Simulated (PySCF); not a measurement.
SMILES F[SiH](F)[Ge]([Cl])([Cl])[Cl] (HCl3F2GeSi), B3LYP/def2-SVP optimised geometry.

```
8

Si    -1.65    -2.20     1.89
F     -1.07    -1.50     3.22
F     -1.10    -3.71     1.83
Ge    -0.74    -1.03     0.00
Cl     1.42    -1.03     0.00
Cl    -1.43    -1.96    -1.83
Cl    -1.42     1.03     0.00
H     -3.13    -2.20     1.93
```

Density from B3LYP/def2-TZVP in PySCF at that geometry.

Minimum of the electron density along straight lines between bonded atoms, close to the bond critical point (lines longer than 1.1 times the sum of covalent radii, or with two minima, are not listed):

```tsv
bond	length / Å	ρ at the minimum / e bohr⁻³	∇²ρ there / e bohr⁻⁵	position (fraction from the first atom)
Si1–F2	1.613	0.135	0.91	0.42
Si1–F3	1.614	0.135	0.90	0.42
Si1–Ge4	2.400	0.094	-0.17	0.45
Ge4–Cl5	2.164	0.104	0.14	0.44
Ge4–Cl6	2.169	0.103	0.14	0.44
Ge4–Cl7	2.170	0.103	0.14	0.44
Si1–H8	1.478	0.130	0.11	0.49
```
